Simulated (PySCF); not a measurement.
Al₂O, SMILES [Al][O][Al] (connectivity only; charge and spin as stated), neutral, multiplicity 1. Heavy atoms are numbered as in [Al:1][O:2][Al:3].

Coordinates come from a r2SCAN-D4/def2-TZVP optimisation.

These are KT2/pcSseg-2 (PySCF) values and carry that method's errors.

GIAO shieldings, no solvent; atoms alike by connectivity are averaged. δ = σ(ref) − σ: ¹⁷O against H2O (σ = 324.0 ppm), references at their B3LYP-D3(BJ)/def2-TZVP geometries, non-relativistic.

```tsv
nucleus	atoms	count	δ (ppm)
¹⁷O	O2	1	395.3
```
